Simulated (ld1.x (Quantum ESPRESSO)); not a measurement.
# What one change does to a pseudopotential (germanium (Ge), TM)

* Element: Ge (Z = 32)
* Generator: ld1.x (Quantum ESPRESSO) 7.5
* Type: norm-conserving Troullier–Martins (Kleinman–Bylander form)
* Functional: PBE
* Relativity: scalar-relativistic
* Frozen core: [Ar]
* Valence charge: 14
* Reference configuration: 3d10 4s1.75 4p2.25
* Partial waves: 4s (bound): rc 1.70 bohr; 4p (bound): rc 1.95 bohr; 4f channel at -0.2 Ry: rc 1.85 bohr; 3d (bound): rc 1.25 bohr
* Local potential: the d channel
* Core correction: none

All-electron outer shells of the reference configuration (PBE, scalar-relativistic, ld1.x):

```json
{"shell": "3s", "level (eV)": "-168.95", "outermost node (bohr)": "0.26", "outermost maximum (bohr)": "0.54"}
{"shell": "3p", "level (eV)": "-116.08", "outermost node (bohr)": "0.23", "outermost maximum (bohr)": "0.54"}
{"shell": "3d", "level (eV)": "-29.76", "outermost node (bohr)": "–", "outermost maximum (bohr)": "0.50"}
{"shell": "4s", "level (eV)": "-11.98", "outermost node (bohr)": "0.77", "outermost maximum (bohr)": "1.73"}
{"shell": "4p", "level (eV)": "-4.07", "outermost node (bohr)": "0.82", "outermost maximum (bohr)": "2.19"}
```

Change: wave 4p (bound): rc 1.95 bohr becomes 4p (bound): rc 2.56 bohr.

Cutoffs: the cutoffs (Ry, on a coarse ladder) from which the occupation-weighted sum of valence levels, in a spherical-Bessel basis at the reference potential, stays within 10 and 1 mRy of its value at 400 Ry; they do not see the model core or the augmentation charge, which bear on the density cutoff. Errors are all-electron minus pseudo energies relative to the spin-unpolarised reference configuration.

Q: Predict the effect on cutoff, ghosts and configuration errors.

A: Both files keep a bound ghost (p, s); of the 7 tests that both files solve, the error grows in 2 and shrinks in 0 by more than 15 % and 0.3 meV (median size 0.5 → 0.7 meV).

```csv
quantity,base,changed
"cutoff, loose",180 Ry,180 Ry
"cutoff, tight",over 300 Ry,over 300 Ry
bound ghosts,"s, p","s, p"
"error for 3d10 4s2 4p2, meV [ΔE -1.97 eV]",+0.3,+0.6
"error for 3d10 4s2 4p1, meV [ΔE 5.48 eV]",-0.5,-0.5
"error for 3d10 4s2 4p0, meV [ΔE 20.92 eV]",+2.9,-3.6
"error for 3d10 4s2 4p2.3, meV [ΔE -2.85 eV]",+0.5,+0.7
"error for 3d10 4s1 4p3, meV [ΔE 6.00 eV]",+0.3,+2.8
"error for 3d10 4s2 4p1.5, meV [ΔE 0.83 eV]",-0.2,+0.1
"error for 3d9 4s2 4p3, meV [ΔE 27.66 eV]",-405,-367
```

 A true bound ghost makes a file unfit for plane-wave use even where its test errors are small: the radial tests pick states by their node count and pass the ghost by.
